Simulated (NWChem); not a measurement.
Program: NWChem. System: BCl, charge 0, spin multiplicity 1, at a geometry optimised with B3LYP/def2-SVP. The structure started from a generated list of species. Level: RHF/def2-TZVP.

Part of the output:

```
             Northwest Computational Chemistry Package (NWChem) 7.3.0
             --------------------------------------------------------

                                NWChem Input Module
                                -------------------

 Scaling coordinates for geometry "geometry" by  1.889725989
 (inverse scale =  0.529177249)

 Turning off AUTOSYM since
 SYMMETRY directive was detected!

                             Geometry "geometry" -> ""
                             -------------------------

 Output coordinates in angstroms (scale by  1.889725989 to convert to a.u.)

  No.       Tag          Charge          X              Y              Z
 ---- ---------------- ---------- -------------- -------------- --------------
    1 B                    5.0000     0.00000000     0.00000000    -1.33113900
    2 Cl                  17.0000     0.00000000     0.00000000     0.39151100

 Effective nuclear repulsion energy (a.u.)      26.1109721446

            Nuclear Dipole moment (a.u.)
            ----------------------------
        X                 Y               Z
 ---------------- ---------------- ----------------
     0.0000000000     0.0000000000    -0.0000151178

      Symmetry information
      --------------------

 Group name             C2v
 Group number             16
 Group order               4
 No. of unique centers     2

      Symmetry unique atoms

     1    2


 Summary of "ao basis" -> "" (spherical)
 ------------------------------------------------------------------------------
       Tag                 Description            Shells   Functions and Types
 ---------------- ------------------------------  ------  ---------------------
 *                         def2-tzvp                  on all atoms

 Summary of "ao basis" -> "ao basis" (spherical)
 ------------------------------------------------------------------------------
       Tag                 Description            Shells   Functions and Types
 ---------------- ------------------------------  ------  ---------------------
 B                         def2-tzvp                11       31   5s3p2d1f
 Cl                        def2-tzvp                13       37   5s5p2d1f

                                 NWChem SCF Module
                                 -----------------

  ao basis        = "ao basis"
  functions       =    68
  atoms           =     2
  closed shells   =    11
  open shells     =     0
  charge          =   0.00
[...]
   20    0.4769
   21    0.4769

                       ROHF Final Molecular Orbital Analysis
                       -------------------------------------

 Vector    9  Occ=2.000000D+00  E=-5.231903D-01  Symmetry=b2
              MO Center= -3.7D-32, -7.8D-17,  2.5D-01, r^2= 1.3D+00
   Bfn.  Coefficient  Atom+Function         Bfn.  Coefficient  Atom+Function
  ----- ------------  ---------------      ----- ------------  ---------------
    47      0.534007  2 Cl py                50      0.313870  2 Cl py
    44      0.242881  2 Cl py                38     -0.193201  2 Cl py

 Vector   10  Occ=2.000000D+00  E=-5.231903D-01  Symmetry=b1
              MO Center=  5.1D-17,  2.7D-33,  2.5D-01, r^2= 1.3D+00
   Bfn.  Coefficient  Atom+Function         Bfn.  Coefficient  Atom+Function
  ----- ------------  ---------------      ----- ------------  ---------------
    46      0.534007  2 Cl px                49      0.313870  2 Cl px
    43      0.242881  2 Cl px                37     -0.193201  2 Cl px

 Vector   11  Occ=2.000000D+00  E=-3.807187D-01  Symmetry=a1
              MO Center=  4.4D-16, -7.2D-16, -1.6D+00, r^2= 1.8D+00
   Bfn.  Coefficient  Atom+Function         Bfn.  Coefficient  Atom+Function
  ----- ------------  ---------------      ----- ------------  ---------------
     4      0.467527  1 B  s                  3      0.299379  1 B  s
     8     -0.256497  1 B  pz                 5      0.239447  1 B  s
    48      0.232206  2 Cl pz                11     -0.197330  1 B  pz
    51      0.164179  2 Cl pz                 2     -0.161607  1 B  s

 Vector   12  Occ=0.000000D+00  E= 6.068109D-02  Symmetry=b2
              MO Center=  3.4D-31,  4.3D-16, -1.3D+00, r^2= 3.5D+00
   Bfn.  Coefficient  Atom+Function         Bfn.  Coefficient  Atom+Function
  ----- ------------  ---------------      ----- ------------  ---------------
    13      0.715112  1 B  py                50     -0.388624  2 Cl py
     7      0.293620  1 B  py                10      0.291055  1 B  py

 Vector   13  Occ=0.000000D+00  E= 6.068109D-02  Symmetry=b1
              MO Center= -7.6D-16, -1.0D-31, -1.3D+00, r^2= 3.5D+00
   Bfn.  Coefficient  Atom+Function         Bfn.  Coefficient  Atom+Function
  ----- ------------  ---------------      ----- ------------  ---------------
    12      0.715112  1 B  px                49     -0.388624  2 Cl px
     6      0.293620  1 B  px                 9      0.291055  1 B  px

 Vector   14  Occ=0.000000D+00  E= 1.501231D-01  Symmetry=a1
              MO Center=  1.3D-16,  2.6D-16, -3.0D-01, r^2= 6.0D+00
   Bfn.  Coefficient  Atom+Function         Bfn.  Coefficient  Atom+Function
  ----- ------------  ---------------      ----- ------------  ---------------
     5      2.056100  1 B  s                  4     -1.189589  1 B  s
    36     -1.127386  2 Cl s                 14      0.980418  1 B  pz
    51      0.199121  2 Cl pz

 center of mass
 --------------
 x =   0.00000000 y =   0.00000000 z =  -0.03963045

 moments of inertia (a.u.)
 ------------------
          88.732278200881           0.000000000000           0.000000000000
           0.000000000000          88.732278200881           0.000000000000
           0.000000000000           0.000000000000           0.000000000000

  Mulliken analysis of the total density
  --------------------------------------

    Atom       Charge   Shell Charges
 -----------   ------   -------------------------------------------------------
    1 B    5     4.93   0.92  1.05  0.67  0.88  0.30  0.47  0.43  0.08  0.03  0.07  0.01
    2 Cl  17    17.07   2.01  0.45  1.52  1.09  0.84  4.18  1.69  1.08  2.86  1.31  0.01  0.03  0.00

       Multipole analysis of the density wrt the origin
       ------------------------------------------------

     L   x y z        total         open         nuclear
     -   - - -        -----         ----         -------
     0   0 0 0     -0.000000      0.000000     22.000000

     1   1 0 0     -0.000000      0.000000      0.000000
     1   0 1 0      0.000000      0.000000      0.000000
     1   0 0 1      0.563559      0.000000     -0.000015

     2   2 0 0    -13.809723      0.000000      0.000000
     2   1 1 0     -0.000000      0.000000      0.000000
     2   1 0 1      0.000000      0.000000      0.000000
     2   0 2 0    -13.809723      0.000000      0.000000
     2   0 1 1     -0.000000      0.000000      0.000000
     2   0 0 2    -17.421945      0.000000     40.943787

 Task  times  cpu:        0.6s     wall:        0.6s

 Total times  cpu:        0.6s     wall:        0.6s
```

Q: Write an NWChem input that would produce this output.

A: This is not unique; one that fits is 
```
start mol
memory heap 200 mb stack 900 mb global 1100 mb
geometry units angstroms nocenter noautoz
  B      0.000000     0.000000    -1.331139
  Cl     0.000000     0.000000     0.391511
  symmetry group C2v
end
basis spherical
  * library def2-tzvp
end
scf
  rhf
  nopen 0
  maxiter 100
  thresh 1e-7
  semidirect memsize 60000000 filesize 0
end
task scf energy
```
